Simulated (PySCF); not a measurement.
## Polarisability and C₆ of Ga²⁺ (gallium, charge +2)

[Ar] 3d10 4s1, 2S determinant. Computed with PySCF 2.14 in aug-cc-pVQZ-PP with one added diffuse shell each of s, p, d, f, g type with ECP10MDF (8s7p6d4f3g, 114 functions), with scalar relativity through the core potential. Coupled (time-dependent) response in atomic units; α is the mean over directions.

```tsv
method	mean α (bohr³)	C₆ (like pair)	S(−4)
MN15	10.71	31.73	99.82
```

S(−4) is the Cauchy moment in α(ω) = α(0) + S(−4) ω² + …

α(iu) at MN15:

| u (hartree) | α(iu) (bohr³) |
| --- | --- |
| 0 | 10.71 |
| 0.0500 | 10.47 |
| 0.100 | 9.806 |
| 0.200 | 7.889 |
| 0.300 | 6.061 |
| 0.500 | 3.718 |
| 0.750 | 2.349 |
| 1.00 | 1.680 |
| 1.50 | 1.043 |
| 2.00 | 0.7347 |
| 3.00 | 0.4301 |
| 5.00 | 0.1980 |

For an ion, C₆ is the dispersion term alone; charge-induced terms of lower order in 1/R come first.

Energies and moments cover only the electrons outside the core potential.
